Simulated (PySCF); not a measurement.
C₂H₅ClO₂Si, SMILES C=C(Cl)[SiH](O)O. Atoms are numbered in the order given.

```xyz
11

C     -2.0991    -0.0423     0.1268
C     -0.8264     0.2532    -0.1911
Cl    -0.4056     1.8487    -0.8369
Si     0.6586    -0.9071    -0.0051
O      1.9150     0.0216     0.5973
O      0.2785    -2.1621     1.0305
H     -2.9315     0.6691     0.0051
H     -2.3190    -1.0444     0.5294
H      1.0007    -1.5736    -1.2961
H      1.7576     0.9758     0.4628
H      0.1717    -1.8972     1.9616
```
Charge 0, spin multiplicity 1.

Geometry optimised at PBE-D3(BJ)/def2-SVP. The structure was generated by enumeration, and PubChem lists no compound with its InChIKey, so it may never have been made. Other conformers were not sampled.

Method: PySCF with PBE-D3(BJ)/def2-SVP.

Frequencies are harmonic and unscaled.

Task: Estimate the vibrational spectrum. (An estimate is asked for; the answer gives what the named calculation found.)

Result: 
```csv
mode,ν (cm⁻¹),IR (km/mol),moving atoms (share of kinetic energy)
1,46,2.2,"O 45 %, C 22 %, Cl 19 %, H 12 %"
2,126,1.7,"O 44 %, Cl 22 %, C 17 %, H 14 %"
3,180,13.7,"O 39 %, H 31 %, C 18 %"
4,231,23.8,"O 31 %, H 23 %, C 18 %, Si 16 %, Cl 12 %"
5,263,45.0,"O 31 %, H 25 %, Si 19 %, Cl 16 %, C 9 %"
6,283,56.3,"H 79 %, O 11 %"
7,322,8.6,"H 40 %, C 26 %, Cl 11 %, Si 11 %, O 11 %"
8,368,85.6,"H 51 %, O 27 %, Si 11 %"
9,447,35.9,"C 59 %, H 16 %, Si 14 %, O 9 %"
10,534,28.4,"C 44 %, Cl 23 %, Si 22 %, H 8 %"
11,698,0.5,H 93 %
12,739,55.2,"C 45 %, H 31 %, O 10 %, Cl 9 %"
13,757,10.5,"H 74 %, O 23 %"
14,780,71.1,"H 71 %, O 21 %"
15,828,47.4,"H 55 %, O 27 %, Si 17 %"
16,864,395.4,"H 63 %, O 20 %, Si 16 %"
17,882,52.4,"H 72 %, O 11 %, C 9 %"
18,886,76.0,"H 73 %, C 18 %"
19,941,131.7,"Si 45 %, O 32 %, H 24 %"
20,1059,28.8,"C 55 %, H 41 %"
21,1328,14.9,"H 87 %, C 12 %"
22,1619,19.4,"C 91 %, H 9 %"
23,2223,116.5,H 97 %
24,3070,0.5,H 95 %
25,3174,0.3,"H 89 %, C 11 %"
26,3711,71.1,H 94 %
27,3754,73.0,H 94 %
```
